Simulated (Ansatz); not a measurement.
```yaml
crystal:
  periodic: [false, false, false]
  atoms:
    - {symbol: O, position_ang: [-0.977915, 0.015361, 0.711755]}
    - {symbol: C, position_ang: [-0.071294, -0.106362, -0.293062]}
    - {symbol: O, position_ang: [1.224352, -0.136507, 0.117434]}
    - {symbol: F, position_ang: [-0.398849, -1.236315, -0.938028]}
    - {symbol: Br, position_ang: [-0.188694, 1.384112, -1.570686]}
    - {symbol: H, position_ang: [-0.825851, 0.857055, 1.155293]}
    - {symbol: H, position_ang: [1.299453, -0.845344, 0.771593]}
basis:
  gaussian: {orbitals: def2-TZVPPP, final_grid: {core_spheres: 5, valence_spheres: 4, degree: 11}}
hamiltonian: {xc: {name: PBE0-DH}}
output: {forces: true}
```

```sh
$ ansatz run in.yaml --threads 4 --pin off --events-out ev --progress --plain --max-ram 10444MiB
```

Output, abridged:

```
Error: <dir> can't be read: No such file or directory (os error 2)
```
